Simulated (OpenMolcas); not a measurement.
Os4+: moving or changing the point charges

Os4+ among 4 point charges of -2 e arranged as a square (D4h), 1.83 Å from the ion.

```yaml
Program: OpenMolcas 26.06
Method: "SS-CASPT2, IPEA 0.25 Eh, imaginary shift 0.1 Eh (closed shells correlated: 5s 5p)"
Basis: ANO-RCC-VDZP [7s6p4d2f1g]
Scalar_Hamiltonian: DKH2, point nucleus
Active_space: 4 electrons in 5 orbitals (5d)
State_averaging: 2S+1 = 5 even, 5 roots; 2S+1 = 3 even, 45 roots; 2S+1 = 1 even, 50 roots
Spin-orbit_coupling: RASSI with atomic mean-field integrals over the reference wave functions
```

Runs around this geometry, states (labels of D4, the rotations of D4h). Energies in cm-1 above the lowest state or level, χT in cm3 K/mol.

```csv
R (Å),q (e),Ground state,First state of that spin,First gap with spin-orbit (degeneracies),χT at 300 K,First state of another spin
1.83,-1.3,5B1,5B2 10410,"1320 (1, 1)",0.305,3A2 17140
1.73,-2,5B1,5B2 19470,"1650 (1, 1)",0.374,3A2 1100
1.83,-2,5B1,5B2 15280,"1250 (1, 1)",0.401,3A2 6700
1.93,-2,5B1,5B2 12110,"1230 (1, 1)",0.359,3A2 10840
```

Taking the first state of the same spin as R^-n, n = -ln(12110 / 19470) / ln(1.93 / 1.73) = 4.3 between the shortest and longest distance.

Scaling the charges by -1.3 / -2 = 0.65 scales the first state of the same spin by 10410 / 15280 = 0.68; with fixed orbitals a first-order splitting would follow the charge.

Point charges give a weaker field than real ligands, and real ions of this kind are as a rule low spin; the high spin found here belongs to the model. Free-ion shares, where given, are those of the reference states; single-state CASPT2 does not remix them. Spin-orbit coupling mixes the spin-free states strongly: the lowest level takes only 62 % from its leading state, 5B1 (figures for R = 1.83, q = -1.3; the like holds for R = 1.73, q = -2, R = 1.83, q = -2, R = 1.93, q = -2). This shell can be high or low spin here, a state of another spin lies low, and with metal d orbitals alone active their balance is uncertain, so the ground spin may be wrong (holds for R = 1.73, q = -2; R = 1.83, q = -2; R = 1.93, q = -2). Point charges carry no covalency, so the field is a model and not that of real ligands. No measured value stands beside these numbers.
